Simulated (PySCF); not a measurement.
Molfile (atoms numbered from 1):
```
C7H13NSi
     RDKit          3D

 22 22  0  0  0  0  0  0  0  0999 V2000
   -2.3279    0.6426    1.7882 C   0  0  0  0  0  0  0  0  0  0  0  0
   -1.8479    0.3092    0.5862 C   0  0  0  0  0  0  0  0  0  0  0  0
   -2.3363    0.5242   -0.8381 C   0  0  0  0  0  0  0  0  0  0  0  0
   -1.0691   -0.2180   -1.3466 C   0  0  0  0  0  0  0  0  0  0  0  0
   -0.6477   -0.3974    0.1010 C   0  0  0  0  0  0  0  0  0  0  0  0
    0.4107   -0.9770    0.6891 C   0  0  0  0  0  0  0  0  0  0  0  0
    1.5540   -1.5811   -0.0516 C   0  0  0  0  0  0  0  0  0  0  0  0
    2.9349   -0.2992   -0.2369 Si  0  0  0  0  0  4  0  0  0  0  0  0
    2.2324    1.1225   -0.9401 N   0  0  0  0  0  0  0  0  0  0  0  0
   -3.2706    1.1868    1.8912 H   0  0  0  0  0  0  0  0  0  0  0  0
   -1.7941    0.3802    2.7056 H   0  0  0  0  0  0  0  0  0  0  0  0
   -3.2904    0.0285   -1.0739 H   0  0  0  0  0  0  0  0  0  0  0  0
   -2.4116    1.5796   -1.1432 H   0  0  0  0  0  0  0  0  0  0  0  0
   -0.3739    0.3858   -1.9493 H   0  0  0  0  0  0  0  0  0  0  0  0
   -1.2672   -1.1577   -1.8878 H   0  0  0  0  0  0  0  0  0  0  0  0
    0.4688   -0.9582    1.7842 H   0  0  0  0  0  0  0  0  0  0  0  0
    1.2518   -1.8959   -1.0637 H   0  0  0  0  0  0  0  0  0  0  0  0
    1.9624   -2.4605    0.4733 H   0  0  0  0  0  0  0  0  0  0  0  0
    3.5639   -0.1109    1.1166 H   0  0  0  0  0  0  0  0  0  0  0  0
    4.0091   -0.7733   -1.1636 H   0  0  0  0  0  0  0  0  0  0  0  0
    2.8453    1.8429   -1.3061 H   0  0  0  0  0  0  0  0  0  0  0  0
    1.4469    1.5406   -0.4505 H   0  0  0  0  0  0  0  0  0  0  0  0
  1  2  2  0
  2  3  1  0
  3  4  1  0
  4  5  1  0
  5  6  2  0
  6  7  1  0
  7  8  1  0
  8  9  1  0
  5  2  1  0
  1 10  1  0
  1 11  1  0
  3 12  1  0
  3 13  1  0
  4 14  1  0
  4 15  1  0
  6 16  1  0
  7 17  1  0
  7 18  1  0
  8 19  1  0
  8 20  1  0
  9 21  1  0
  9 22  1  0
M  END
```

Method: structure optimised with PBE0-D3(BJ)/def2-SVP, σ from GIAO-PBE0/pcSseg-1, in PySCF (non-relativistic Hamiltonian, in vacuum, equivalent nuclei averaged, single conformer).

Q: List the cross peaks expected in HSQC, COSY and HMBC spectra.

A: 

HSQC (one-bond C–H):
```tsv
δH	δC
6.02 (H16)	123.2 (C6)
5.45 (H11)	107.8 (C1)
4.94 (H10)	107.8 (C1)
2.78 (H14/H15)	27.6 (C4)
2.55 (H12/H13)	28.7 (C3)
1.71 (H17/H18)	18.6 (C7)
```

COSY cross peaks (H two or three bonds apart, from the bond graph; peaks can be absent where the dihedral angle is near 90°):
```tsv
δH	δH
6.02 (H16)	1.71 (H17/H18)
5.45 (H11)	4.94 (H10)
4.70 (H19/H20)	1.71 (H17/H18)
2.78 (H14/H15)	2.55 (H12/H13)
```

HMBC (two and three bonds, from the bond graph):
```tsv
δH	δC
6.02 (H16)	155.9 (C2), 147.6 (C5), 27.6 (C4), 18.6 (C7)
5.45 (H11)	155.9 (C2), 147.6 (C5), 28.7 (C3)
4.94 (H10)	155.9 (C2), 147.6 (C5), 28.7 (C3)
4.70 (H19/H20)	123.2 (C6), 18.6 (C7)
2.78 (H14/H15)	155.9 (C2), 147.6 (C5), 123.2 (C6), 28.7 (C3)
2.55 (H12/H13)	155.9 (C2), 147.6 (C5), 107.8 (C1), 27.6 (C4)
1.71 (H17/H18)	147.6 (C5), 123.2 (C6)
```

δ = σ(ref) − σ, references computed at the same level: 1H (σref 31.27) and 13C (σref 184.41) against TMS.

Short H···H contacts in this conformer between protons four or more bonds apart (candidates for NOE cross peaks, intensity ∝ r⁻⁶): H15···H17 2.75 Å, H11···H16 2.79 Å.

OH and NH positions are those of a molecule without intermolecular hydrogen bonds; in solution they move with solvent, concentration and temperature, and exchange usually removes their couplings. Shifts are as computed. Against solution values, carbons near 30 ppm lie about +2 ppm off and those near 130 ppm about +5 ppm. Of 1211 compounds with measured shifts, 218 miss one by over three times the rms of a fit or turn the order of signals round; such compounds aren't used in these exercises.
